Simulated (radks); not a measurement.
Values are calculated unless marked as measured or tabulated.
Valence configurations of Sb+ (all share [Kr]). Level of theory: Dirac Kohn-Sham, PBE, spin-unpolarised, spherical densities, point nucleus; open shells are shared between the two j in proportion to 2j + 1 (a radial shooting solver on a logarithmic mesh with Libxc functionals). Energies are relative to 4d10 5s2 5p2; eigenvalues in eV.

| valence | E (eV) | e(4d3/2) | e(4d5/2) | e(5p1/2) | e(5p3/2) | e(5s1/2) |
|---|---|---|---|---|---|---|
| 4d10 5s2 5p2 | 0.000 | -42.725 | -41.479 | -12.500 | -11.763 | -20.627 |
| 4d10 5s1.5 5p2.5 | 4.331 | -43.436 | -42.188 | -12.841 | -12.088 | -21.045 |
| 4d10 5s1 5p3 | 8.705 | -44.132 | -42.882 | -13.172 | -12.403 | -21.449 |
| 4d9.5 5s2 5p2.5 | 15.585 | -45.915 | -44.639 | -13.310 | -12.509 | -21.771 |
| 4d10 5p4 | 17.576 | -45.483 | -44.228 | -13.805 | -13.006 | - |
| 4d9 5s2 5p3 | 32.375 | -49.093 | -47.786 | -14.098 | -13.233 | -22.881 |
| 4d9.5 5p4.5 | 33.895 | -48.575 | -47.290 | -14.558 | -13.697 | - |
| 4d8 5s2 5p4 | 69.588 | -55.420 | -54.052 | -15.619 | -14.626 | -25.016 |
| 4d7 5s2 5p5 | 111.67 | -61.721 | -60.291 | -17.083 | -15.963 | -27.061 |
| 4d7 5s1 5p6 | 122.46 | -62.884 | -61.451 | -17.620 | -16.473 | -27.705 |

NIST lists [Kr] 4d10 5s2 5p2 as the ground configuration; this level of theory agrees among the configurations tried. The energies are those of spherical spin-averaged densities, not of single terms.
